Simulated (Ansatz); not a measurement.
`C[O][GeH2][C]#N` → `COC#N` + `[GeH2]` at 500 K and 1 bar (germylene formation by 1,1-elimination).

Computed with Ansatz on PBE0-D4/def2-TZVP structures; ΔE is electronic, products minus reactants. CBS: MP2 limit from def2 TZ/QZ plus the TZ coupled-cluster correction, frozen cores. For Ge outer-core shells are correlated without core-valence functions, which leaves a few kJ/mol of doubt a bond. Scalar relativity is left out up to krypton. Each species was taken in one conformer, which may not be the lowest.

| species | CCSD(T)/CBS energy (Eh) | H − E (kJ/mol) | S (J/(mol·K)) |
| --- | --- | --- | --- |
| `C[O][GeH2][C]#N` | -2285.08390 | 219.8 | 423.0 |
| `COC#N` | -207.72673 | 162.6 | 319.7 |
| `[GeH2]` | -2077.24753 | 46.3 | 239.7 |

H − E and S are ideal-gas, rigid-rotor, harmonic terms from PBE0-D4/def2-TZVP, for one conformer and one mirror image of each species. 1 Eh = 2625.50 kJ/mol, R = 8.31446 J/(mol·K).

Q: By hand: ΔE, ΔH, ΔS and ΔG.

A: ΔE = (-207.72673) + (-2077.24753) − (-2285.08390) = 0.10964 Eh = 287.9 kJ/mol. Δ(H − E) = 162.6 + 46.3 − 219.8 = -10.9, so ΔH = 277.0 kJ/mol. ΔS = 319.7 + 239.7 − 423.0 = 136.4 J/(mol·K). ΔG = 277.0 − 500 × (136.4)/1000 = 208.8 kJ/mol.

Q: By hand: the equilibrium constant, and the temperature at which ΔG would vanish if ΔH and ΔS stayed fixed.

A: log₁₀ K = −ΔG/(RT ln 10) = -21.8. ΔG = 0 at ΔH/ΔS = 2031 K.

The number of gas molecules changes by +1, which sets the sign of ΔS. A doubt of 5 kJ/mol in ΔE shifts log₁₀ K by 0.5 here. Other conformers and mirror images would add mixing entropy, several J/(mol·K) or more a flexible species. Modes under 60 cm⁻¹, often nearly free rotors, make the harmonic entropy too high. These are equilibria of isolated gas molecules and say nothing of rates. Largest T1 diagnostic: 0.014 (customary marks: 0.02 for closed shells, 0.045 for open ones).
